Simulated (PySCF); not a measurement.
**Question.** What does the PBE0-D3(BJ)/def2-SVP structure of `CBCB(F)Cl` look like in three dimensions?

**Answer.** 
Z-matrix in Å and degrees, rows numbered from 1:
```
C 
B   1  1.5595
C   2  1.5726  1  123.05
B   3  1.5549  2  105.20  1   -80.41
F   4  1.3201  3  121.20  2   -92.92
Cl  4  1.7632  3  122.50  2    84.10
H   1  1.1037  2  110.24  3  -129.92
H   1  1.1063  2  107.94  3   116.56
H   1  1.0991  2  115.68  3    -4.95
H   2  1.2141  1  118.63  3  -176.50
H   3  1.0997  2  112.11  1   161.28
H   3  1.1013  2  109.79  1    35.78
```

B4 (three-coordinate boron) is planar (angles 122.5°, 121.2° and 116.2°, sum 359.9°, 0.02 Å off the plane of its three neighbours). B2 (three-coordinate boron) is planar (angles 123.1°, 118.6° and 118.2°, sum 359.9°, 0.02 Å off the plane of its three neighbours).

Method: PySCF 2.14.0, PBE0-D3(BJ)/def2-SVP geometry optimisation, gas phase.

Point group: C1 (no symmetry element, even within 0.4 Å). No PBE0-D3(BJ)/def2-SVP frequencies stand behind this structure, so it isn't proved a minimum. The numbers are those of one conformer (C1–B2–C3–B4 -80°, B2–C3–B4–F5 -93°).

Hardware: one thread of an Arm Neoverse V2, shared host with 96 logical CPUs at a one-minute load of 46. Cost: 52 s of wall time, 0.49 GiB resident at most. That covers the optimisation of the geometry.
